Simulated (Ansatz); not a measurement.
F₃H₂NbO₂ (`[OH][Nb]([OH])([F])([F])[F]`), relaxed with RKS PBE0-D4/def2-TZVP in Ansatz from a PBE-D4/def2-SVP geometry. The force threshold is 0.005 eV/Å; the program also tests the step.

Charge 0, multiplicity 1. Nb: def2 effective core potential.

Start:

```xyz
8

O     1.229    0.824   -0.324
Nb   -0.167   -0.241    0.377
O    -1.253   -0.203   -1.162
F     1.033   -1.683    0.490
F    -1.364   -1.329    1.352
F    -0.523    1.094    1.649
H     2.083    1.277   -0.390
H    -1.038    0.261   -1.992
```

```csv
step,energy (eV),largest force (eV/Å),largest move (Å)
1,-13828.9062,0.593,0.000
2,-13828.9448,0.181,0.030
3,-13828.9457,0.025,0.003
4,-13828.9458,0.010,0.004
5,-13828.9460,0.026,0.010
6,-13828.9461,0.021,0.010
7,-13828.9461,0.043,0.007
8,-13828.9462,0.012,0.008
9,-13828.9462,0.013,0.004
10,-13828.9462,0.013,0.007
11,-13828.9462,0.005,0.003
```

End:

```xyz
8

O     1.211    0.815   -0.328
Nb   -0.162   -0.241    0.381
O    -1.231   -0.196   -1.150
F     1.027   -1.664    0.523
F    -1.379   -1.319    1.309
F    -0.502    1.064    1.660
H     2.042    1.273   -0.432
H    -1.006    0.266   -1.961
```

It took 23 s on 4 threads of an Intel Xeon 6975P-C on a shared host, with 0.57 GiB of host memory at the peak.
